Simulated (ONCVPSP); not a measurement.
PBE ONCV dataset for La (Z = 57), fully relativistic all-electron reference.

ONCVPSP 4.0.1 was run on this input:

```
# ATOM AND REFERENCE CONFIGURATION
# atsym  z   nc   nv     iexc    psfile
  La 57.00    9    4        4      upf
#
#   n    l    f
    1    0    2.00
    2    0    2.00
    2    1    6.00
    3    0    2.00
    3    1    6.00
    3    2   10.00
    4    0    2.00
    4    1    6.00
    4    2   10.00
    5    0    2.00
    5    1    6.00
    5    2    1.00
    6    0    2.00
#
# PSEUDOPOTENTIAL AND OPTIMIZATION
# lmax
    3
#
#   l,   rc,      ep,       ncon, nbas, qcut
    0    2.00    0.00    4    8    5.20
    1    2.25    0.00    5    8    7.40
    2    4.00    0.00    3    7    4.00
    3    4.00    0.30    4    7    2.90
#
# LOCAL POTENTIAL
# lloc, lpopt,  rc(5),   dvloc0
    4    5    1.85    0.00
#
# VANDERBILT-KLEINMAN-BYLANDER PROJECTORs
# l, nproj, debl
    0    2    1.10
    1    2    1.00
    2    1    1.50
    3    2    1.50
#
# MODEL CORE CHARGE
# icmod, fcfact, rcfact
    3    2.75    1.05
#
# LOG DERIVATIVE ANALYSIS
# epsh1, epsh2, depsh
   -3.00    5.00    0.02
#
# OUTPUT GRID
# rlmax, drl
    6.00    0.01
#
# TEST CONFIGURATIONS
# ncnf
    4
# nvcnf
#   n    l    f
    4
    5    0    2.00
    5    1    6.00
    5    2    1.00
    6    0    1.00
#
    4
    5    0    2.00
    5    1    6.00
    5    2    1.00
    6    0    0.00
#
    4
    5    0    2.00
    5    1    6.00
    5    2    0.00
    6    0    0.00
#
    5
    5    0    2.00
    5    1    6.00
    5    2    1.00
    6    0    0.00
    4    3    1.00
#
```

Command:

```bash
oncvpspr.x < La.dat > La.out
```

The program printed (shortened: citation, most of the input echo, consistency checks and plot data are left out):

```
[... start of the log left out ...]
    Energy error per electron        Cutoff
         Ha          eV             Ha
         0.01000     0.27211        8.62
         0.00100     0.02721       11.01
         0.00010     0.00272       13.74
         0.00001     0.00027       39.13

Calculating optimized projector #   2

 for l=   0

    Fraction of norm inside rc  0.044998
    Optimizing pswf for qcut=   5.19 a_B^-1,  ecut=  13.49 Ha
    Residual kinetic energy error=  2.48D-05 Ha

    Energy error per electron        Cutoff
         Ha          eV             Ha
         0.01000     0.27211        6.63
         0.00100     0.02721        9.87
         0.00010     0.00272       12.18
         0.00001     0.00027       17.03

   Wellstate for l =  1  n =  6 kap= -2
     eigenvalue =   0.2052
     asymptotic potential =   0.7052
     half-point radius =  4.7779

Calculating optimized projector #   1

 for l=   1

    Fraction of norm inside rc  0.779393
    Optimizing pswf for qcut=   7.40 a_B^-1,  ecut=  27.41 Ha
    Residual kinetic energy error=  1.45D-07 Ha
 ERROR pspot:  first pseudo wave function has node,          program will stop
 ERROR pspot: try changing psp parameters for this l
```

The run stopped because the optimised pseudo-wave of the first projector has a node, so the radial equation cannot be inverted for a potential.

The run took about 0.69 s on one core of a shared server CPU.
